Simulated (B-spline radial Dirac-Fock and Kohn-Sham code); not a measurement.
## Run log: Ba⁴⁺

ΔSCF core binding energies without Breit or QED terms, calculated with a radial B-spline solver. Keys: rel is the Hamiltonian (dirac, or spin-free x2c and nr, where L3 and M5 stand for the whole 2p and 3d shells), method is hf or an exchange,correlation pair (spin-unpolarised, also for the hole states), nuc the nuclear model, radius_factor scales its radius, rmax is the box in bohr, h the logarithmic mesh step, order the B-spline order, points the quadrature points per cell, c_factor scales the speed of light, and damp, ndamp, maxit and tol steer the iteration. The run stops when the commutator error falls below 10·tol·max(1, Z/10), or the numerical noise floor, and the energy has settled to about 1e-8 Ha; the virial ratio is −V/T.

Input (task.json):

```json
{"items": [{"Z": 56, "q": 4, "cfg": [[1, 0, 2], [2, 0, 2], [2, 1, 6], [3, 0, 2], [3, 1, 6], [3, 2, 10], [4, 0, 2], [4, 1, 6], [4, 2, 10], [5, 0, 2], [5, 1, 4]], "A": 138, "rrms": 4.8378, "do": "settings", "holes": ["K", "L3", "M5"],
  "settings": [{"rel": "dirac", "method": "hf", "nuc": "fermi", "radius_factor": 1.0, "rmax": 45.0, "h": 0.9, "order": 8, "points": 10, "c_factor": 1.0, "maxit": 66, "damp": 0.5, "ndamp": 3, "tol": 1e-08}]}]}
```

Command: `python xray2_run.py task.json out`

Ground-state iterations:

```
iter   energy (Ha)        error
   1    -8073.57720406  4.97e+00
   2    -8088.77342629  8.00e-01
   3    -8089.61366080  2.91e-01
   4    -8089.77148021  1.03e-01
   5    -8089.80436198  3.28e-02
   6    -8089.80578617  2.23e-03
   7    -8089.80580287  2.00e-04
   8    -8089.80580305  1.53e-05
   9    -8089.80580305  1.10e-06
  10    -8089.80580305  3.18e-08
```

The ground state converged in 10 iterations, with total energy -8089.80580 Ha, virial ratio 1.80408 and highest orbital energy -59.81 eV. ΔSCF binding energies: K (1s) 37637.5 eV, L3 (2p3/2) 5397.9 eV, M5 (3d5/2) 904.6 eV.

**Question.** One setting is unsound. Which, and why?

**Answer.** h is too large to resolve the orbitals. With the default settings (Dirac Hartree-Fock): The ground state converged in 10 iterations, with total energy -8132.11067 Ha, virial ratio 1.93680 and highest orbital energy -58.69 eV. ΔSCF binding energies: K (1s) 37629.1 eV, L3 (2p3/2) 5309.0 eV, M5 (3d5/2) 832.2 eV.
